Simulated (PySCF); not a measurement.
Isomers of C7H11NO, one GFN2-xTB conformer each. Single-point energies are computed at PBE0/pcSseg-1 (PySCF, gas phase, no added dispersion term), electronic only.

```
                SMILES  GFN2-xTB relative energy (kJ/mol)
           COCc1cccn1C                                0.0
 CO[C@@H]1CCC[C@H]1C#N                               60.6
   C=C1CC[C@H]1NC(C)=O                               54.4
   CC(=O)[C@H]1C=NCCC1                               25.5
    C=C(/C=C/C)NC(C)=O                               75.9
     C#CC(=O)NC(C)(C)C                              129.7
  C=C1CC[C@@H](NC=O)C1                                5.5
CC[C@@H]1C=C[C@H]1NC=O                              108.2
  NC[C@@H]1CC=CC(=O)C1                               73.2
      C=C=CCC(=O)N(C)C                              140.2
```

Conformers: `[CH3:1][O:2][CH2:3][c:4]1[cH:5][cH:6][cH:7][n:8]1[CH3:9]` with C1–O2–C3–C4 -67°, O2–C3–C4–C5 114°; `[CH3:1][O:2][C@@H:3]1[CH2:4][CH2:5][CH2:6][C@H:7]1[C:8]#[N:9]` with C1–O2–C3–C4 -167°, O2–C3–C4–C5 -112°, C3–C4–C5–C6 -32°, C4–C5–C6–C7 42°, C5–C6–C7–C8 -159°; `[CH2:1]=[C:2]1[CH2:3][CH2:4][C@H:5]1[NH:6][C:7]([CH3:8])=[O:9]` with C4–C5–N6–C7 -130°, C5–N6–C7–C8 -179°, C1–C2–C3–C4 167°, C2–C3–C4–C5 8°, C3–C4–C5–N6 -128°, C1–C2–C5–C4 -167°; `[CH3:1][C:2](=[O:3])[C@H:4]1[CH:5]=[N:6][CH2:7][CH2:8][CH2:9]1` with C1–C2–C4–C5 61°, C2–C4–C5–N6 110°, C5–N6–C7–C8 -16°, N6–C7–C8–C9 46°, C7–C8–C9–C4 -59°; `[CH2:1]=[C:2](/[CH:3]=[CH:4]/[CH3:5])[NH:6][C:7]([CH3:8])=[O:9]` with C1–C2–C3–C4 -168°, C1–C2–N6–C7 6°, C2–N6–C7–C8 -178°; `[CH:1]#[C:2][C:3](=[O:4])[NH:5][C:6]([CH3:7])([CH3:8])[CH3:9]` with C2–C3–N5–C6 180°; `[CH2:1]=[C:2]1[CH2:3][CH2:4][C@@H:5]([NH:6][CH:7]=[O:8])[CH2:9]1` with C4–C5–N6–C7 -121°, C5–N6–C7–O8 1°, C1–C2–C3–C4 -173°, C2–C3–C4–C5 -28°, C3–C4–C5–N6 -81°, C4–C5–C9–C2 -32°; `[CH3:1][CH2:2][C@@H:3]1[CH:4]=[CH:5][C@H:6]1[NH:7][CH:8]=[O:9]` with C1–C2–C3–C4 171°, C5–C6–N7–C8 -152°, C6–N7–C8–O9 2°; `[NH2:1][CH2:2][C@@H:3]1[CH2:4][CH:5]=[CH:6][C:7](=[O:8])[CH2:9]1` with H–N1–C2–C3 176° and -65°, N1–C2–C3–C4 -59°, C2–C3–C4–C5 -174°, C3–C4–C5–C6 21°, C5–C6–C7–O8 -177°, C6–C7–C9–C3 -36°; `[CH2:1]=[C:2]=[CH:3][CH2:4][C:5](=[O:6])[N:7]([CH3:8])[CH3:9]` with C2–C3–C4–C5 -124°, C3–C4–C5–O6 -100°, C4–C5–N7–C8 176°.

Problem. What does PBE0/pcSseg-1 give for the same structures?

Solution. 
```
                SMILES  PBE0/pcSseg-1 E (Eh)  PBE0/pcSseg-1 (kJ/mol)  GFN2-xTB (kJ/mol)  point group
  C=C1CC[C@@H](NC=O)C1            -402.81885                     0.0                5.5           C1
  NC[C@@H]1CC=CC(=O)C1            -402.81054                    21.8               73.2           C1
   CC(=O)[C@H]1C=NCCC1            -402.80800                    28.5               25.5           C1
    C=C(/C=C/C)NC(C)=O            -402.80702                    31.1               75.9           C1
   C=C1CC[C@H]1NC(C)=O            -402.79656                    58.5               54.4           C1
           COCc1cccn1C            -402.79642                    58.9                0.0           C1
 CO[C@@H]1CCC[C@H]1C#N            -402.79445                    64.1               60.6           C1
CC[C@@H]1C=C[C@H]1NC=O            -402.78362                    92.5              108.2           C1
     C#CC(=O)NC(C)(C)C            -402.76940                   129.8              129.7           Cs
      C=C=CCC(=O)N(C)C            -402.76574                   139.5              140.2           C1
```

GFN2-xTB puts COCc1cccn1C lowest instead; measured from each level's own lowest isomer, the values differ by up to 58.9 kJ/mol (COCc1cccn1C: 0.0 against 58.9). As drawn, the lowest has an N–H bond, which the highest lacks; the highest has cumulated double bonds, which the lowest lacks. Neighbours under 10 kJ/mol apart (NC[C@@H]1CC=CC(=O)C1 and CC(=O)[C@H]1C=NCCC1; CC(=O)[C@H]1C=NCCC1 and C=C(/C=C/C)NC(C)=O; C=C1CC[C@H]1NC(C)=O and COCc1cccn1C; COCc1cccn1C and CO[C@@H]1CCC[C@H]1C#N; others) can change places with a better method, another conformer or zero-point energy.

Problem. Which frontier levels, dipoles and rotational constants go with these structures?

Solution. 
```json
{"SMILES": "C=C1CC[C@@H](NC=O)C1", "HOMO (eV, PBE0/pcSseg-1)": "-7.18", "LUMO (eV)": "-0.05", "dipole (D)": "3.67", "A, B, C (MHz)": "3785, 948.9, 874.2"}
{"SMILES": "NC[C@@H]1CC=CC(=O)C1", "HOMO (eV, PBE0/pcSseg-1)": "-6.96", "LUMO (eV)": "-1.36", "dipole (D)": "3.90", "A, B, C (MHz)": "3263, 1069, 849.9"}
{"SMILES": "CC(=O)[C@H]1C=NCCC1", "HOMO (eV, PBE0/pcSseg-1)": "-6.85", "LUMO (eV)": "-0.75", "dipole (D)": "2.00", "A, B, C (MHz)": "2848, 1356, 1101"}
{"SMILES": "C=C(/C=C/C)NC(C)=O", "HOMO (eV, PBE0/pcSseg-1)": "-6.34", "LUMO (eV)": "-0.74", "dipole (D)": "4.26", "A, B, C (MHz)": "3091, 846.8, 672.7"}
{"SMILES": "C=C1CC[C@H]1NC(C)=O", "HOMO (eV, PBE0/pcSseg-1)": "-7.06", "LUMO (eV)": "-0.02", "dipole (D)": "3.77", "A, B, C (MHz)": "3171, 952.6, 867.6"}
{"SMILES": "COCc1cccn1C", "HOMO (eV, PBE0/pcSseg-1)": "-6.03", "LUMO (eV)": "0.79", "dipole (D)": "0.92", "A, B, C (MHz)": "2706, 1332, 1058"}
{"SMILES": "CO[C@@H]1CCC[C@H]1C#N", "HOMO (eV, PBE0/pcSseg-1)": "-7.66", "LUMO (eV)": "0.79", "dipole (D)": "3.14", "A, B, C (MHz)": "1864, 1679, 973.6"}
{"SMILES": "CC[C@@H]1C=C[C@H]1NC=O", "HOMO (eV, PBE0/pcSseg-1)": "-7.19", "LUMO (eV)": "-0.05", "dipole (D)": "3.66", "A, B, C (MHz)": "2076, 1425, 925.8"}
{"SMILES": "C#CC(=O)NC(C)(C)C", "HOMO (eV, PBE0/pcSseg-1)": "-7.59", "LUMO (eV)": "-0.79", "dipole (D)": "3.78", "A, B, C (MHz)": "3053, 1008, 908.7"}
{"SMILES": "C=C=CCC(=O)N(C)C", "HOMO (eV, PBE0/pcSseg-1)": "-6.89", "LUMO (eV)": "0.05", "dipole (D)": "3.83", "A, B, C (MHz)": "2872, 1001, 799.1"}
```
